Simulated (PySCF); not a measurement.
Species: C2H11OPSi2.
Numbering: `[CH3:1][O:2][SiH2:3][PH:4][SiH2:5][CH3:6]` (hydrogens: H7, H8, H9 on C1; H10, H11 on Si3; H12 on P4; H13, H14 on Si5; H15, H16, H17 on C6)

The closed-shell SCF was solved with PySCF and density fitting under several settings on one GFN2-xTB geometry (grid level 2 and gas phase unless stated).

```tsv
settings	basis functions	SCF cycles	E (Eh)	HOMO (eV)	LUMO (eV)	dipole (D)
PBE0/pcSseg-1	178	12	-1077.8220	-7.14	0.04	0.71
CAM-B3LYP/def2-SVPD	223	12	-1077.9788	-8.33	0.79	0.59
PBE0/6-311G**, grid level 4	198	13	-1077.9350	-7.10	-0.05	0.76
B97-D/6-311G**, IEF-PCM dichloromethane, start guess vsap	198	14	-1078.3737	-5.92	-0.61	0.96
```

Problem. Estimate the rows for these settings: (1) BLYP/IGLO-II; (2) revPBE/pcSseg-1, grid level 4; (3) PBE0/MINI.

Solution. 
```csv
settings,basis functions,SCF cycles,E (Eh),HOMO (eV),LUMO (eV),dipole (D)
BLYP/IGLO-II,237,15,-1078.3559,-5.81,-0.61,0.52
"revPBE/pcSseg-1, grid level 4",178,15,-1078.1418,-5.98,-0.66,0.67
PBE0/MINI,53,11,-1071.5988,-8.30,-0.65,0.84
```

Problem. Over all rows, what range does the HOMO–LUMO gap span?

Solution. From 5.20 eV (BLYP/IGLO-II) to 9.12 eV (CAM-B3LYP/def2-SVPD). The functional of the narrowest has no exact exchange, that of the widest range-separated exact exchange.

Problem. And the dipole moment?

Solution. From 0.52 D (BLYP/IGLO-II) to 0.96 D (B97-D/6-311G**, IEF-PCM dichloromethane, start guess vsap); the largest is 1.85 times the smallest, and the median is 0.71 D.

Problem. Compare two rows with the functional PBE0: PBE0/MINI and PBE0/pcSseg-1. Which energy is lower, and by how much?

Solution. PBE0/pcSseg-1 (178 functions) lies 6.2232 Eh or 3905 kcal/mol below PBE0/MINI (53 functions).

B97-D ran without the empirical dispersion term, which would shift the total energy alone. Cycle counts include a coarse-grid stage where the run had one. All basis functions are spherical, in the Pople sets too. One conformer (not necessarily the lowest) at the GFN2-xTB geometry, without vibrations or thermal averaging.

Conformer computed: `[CH3:1][O:2][SiH2:3][PH:4][SiH2:5][CH3:6]`: C1–O2–Si3–P4 -42°, O2–Si3–P4–Si5 -168°, Si3–P4–Si5–C6 63°.
